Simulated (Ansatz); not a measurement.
Geometry optimisation, DFT PBE, scalar-relativistic, plane waves, PAW (Ansatz).

Input file:

```yaml
crystal:
  lattice:
    - [8.1, 0.0, 0.0]
    - [0.0, 8.1, 0.0]
    - [0.0, 0.0, 8.1]
  atoms:
    - { symbol: Al, position: [0.5, 0.0, 0.0] }
    - { symbol: Al, position: [0.75, 0.25, 0.0] }
    - { symbol: Al, position: [0.75, 0.0, 0.25] }
    - { symbol: Al, position: [0.0, 0.0, 0.0] }
    - { symbol: Al, position: [0.25, 0.25, 0.0] }
    - { symbol: Al, position: [0.5, 0.5, 0.0] }
    - { symbol: Al, position: [0.75, 0.75, 0.0] }
    - { symbol: Al, position: [0.25, 0.0, 0.25] }
    - { symbol: Al, position: [0.5, 0.25, 0.25] }
    - { symbol: Al, position: [0.75, 0.5, 0.25] }
    - { symbol: Al, position: [0.5, 0.0, 0.5] }
    - { symbol: Al, position: [0.75, 0.25, 0.5] }
    - { symbol: Al, position: [0.75, 0.0, 0.75] }
    - { symbol: Al, position: [0.0, 0.5, 0.0] }
    - { symbol: Al, position: [0.25, 0.75, 0.0] }
    - { symbol: Al, position: [0.0, 0.25, 0.25] }
    - { symbol: Al, position: [0.25, 0.5, 0.25] }
    - { symbol: Al, position: [0.5, 0.75, 0.25] }
    - { symbol: Al, position: [0.0, 0.0, 0.5] }
    - { symbol: Al, position: [0.25, 0.25, 0.5] }
    - { symbol: Al, position: [0.5, 0.5, 0.5] }
    - { symbol: Al, position: [0.75, 0.75, 0.5] }
    - { symbol: Al, position: [0.25, 0.0, 0.75] }
    - { symbol: Al, position: [0.5, 0.25, 0.75] }
    - { symbol: Al, position: [0.75, 0.5, 0.75] }
    - { symbol: Al, position: [0.0, 0.75, 0.25] }
    - { symbol: Al, position: [0.0, 0.5, 0.5] }
    - { symbol: Al, position: [0.25, 0.75, 0.5] }
    - { symbol: Al, position: [0.0, 0.25, 0.75] }
    - { symbol: Al, position: [0.25, 0.5, 0.75] }
    - { symbol: Al, position: [0.5, 0.75, 0.75] }
    - { symbol: Al, position: [0.0, 0.75, 0.75] }
    - { symbol: H, position: [0.5046384, -0.0026291, 0.748887] }
basis:
  ecutwfc: 420.0
kpoints:
  mp_grid: { grid: [3, 3, 3] }
hamiltonian:
  xc: pbe
  pseudopotentials: { kind: paw, azcp: { folder: soft_1 } }
scf:
  occupations: { method: fermi_dirac, width: 0.05 }
  lower_state_search: "off"
relax:
  f_tol: 0.03
  max_steps: 60
  adjacent_minimum: "off"
```

Run as:

```bash
$ ansatz run input.yaml --threads 4 --pin off --max-ram 10240MiB --backend cpu --events-out ev --progress --plain --runs-dir out
```

Task: Where does it end, and by what steps?

Result: The run converged. Limits of this set-up: odd electron count without spin, a small cell, in which the defect meets its images. After 2 steps the energy has fallen by 0.054 eV; Al13 moved furthest, 0.05 Å.

| step | energy less start (eV) | largest force component (eV/Å) | accepted |
| --- | --- | --- | --- |
| 0 | 0.0000 | 0.409 | yes |
| 1 | -0.0526 | 0.049 | yes |
| 2 | -0.0539 | 0.013 | yes |

```xyz
33
Lattice="8.1000 0.0000 0.0000 0.0000 8.1000 0.0000 0.0000 0.0000 8.1000" Properties=species:S:1:pos:R:3
Al 4.049 0.001 0.047
Al 6.072 2.022 -0.003
Al 6.085 0.000 2.025
Al 0.000 0.000 0.011
Al 2.028 2.022 -0.003
Al 4.050 4.050 0.010
Al 6.073 6.078 -0.003
Al 2.014 0.000 2.025
Al 4.050 2.036 2.025
Al 6.082 4.050 2.025
Al 4.049 0.001 4.002
Al 6.072 2.022 4.053
Al 6.124 0.001 6.075
Al 0.000 4.050 0.007
Al 2.028 6.078 -0.003
Al 0.000 2.032 2.025
Al 2.018 4.050 2.025
Al 4.050 6.065 2.025
Al 0.000 0.000 4.040
Al 2.028 2.022 4.053
Al 4.050 4.050 4.040
Al 6.073 6.077 4.053
Al 1.980 0.001 6.075
Al 4.049 2.071 6.075
Al 6.085 4.050 6.075
Al 0.000 6.068 2.025
Al 0.000 4.050 4.043
Al 2.028 6.078 4.053
Al 0.000 2.036 6.075
Al 2.014 4.050 6.075
Al 4.049 6.027 6.075
Al 0.000 6.065 6.075
H 4.085 -0.020 6.067
```

The run took 31 s on 4 threads of Intel(R) Xeon(R) Platinum 8259CL CPU @ 2.50GHz (Skylake/Cascade Lake), on a shared host, peak memory 1.4 GiB.
